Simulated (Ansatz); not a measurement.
C3H7Ga, SMILES `C1[CH2][GaH][CH2]1`, relaxed with RKS PBE0-D4/def2-TZVP in Ansatz from a GFN2-xTB geometry. The force threshold is 0.005 eV/Å; the program also tests the step.

The species carries charge 0 and has multiplicity 1.

Start:

```xyz
11

C     0.636   -0.341   -0.553
C     0.366   -0.799    0.899
Ga   -1.376    0.316    0.762
C    -0.169    0.956   -0.798
H     1.700   -0.193   -0.736
H     0.281   -1.114   -1.242
H     0.429   -1.880    1.031
H     1.078   -0.335    1.591
H    -2.878    0.469    1.397
H    -0.480    1.083   -1.836
H     0.414    1.837   -0.513
```

(1) How much energy does the relaxation release, and in how many steps? (Estimate.)

(2) Which bonds change most? (Estimate.)

(3) Give the relaxed structure. (An estimate is asked.)

Answers

(1) Computed: 13.16 kJ/mol, in 7 steps.

(2) The calculation gave: C2–Ga3 from 2.073 to 1.995 Å; Ga3–C4 from 2.073 to 1.995 Å; Ga3–H9 from 1.638 to 1.568 Å; C1–H5 from 1.090 to 1.096 Å.

(3) Computed: 
```xyz
11

C     0.671   -0.340   -0.564
C     0.338   -0.797    0.878
Ga   -1.319    0.303    0.731
C    -0.190    0.927   -0.791
H     1.741   -0.176   -0.733
H     0.360   -1.117   -1.268
H     0.336   -1.874    1.053
H     1.015   -0.344    1.611
H    -2.731    0.503    1.384
H    -0.568    1.077   -1.803
H     0.347    1.837   -0.499
```
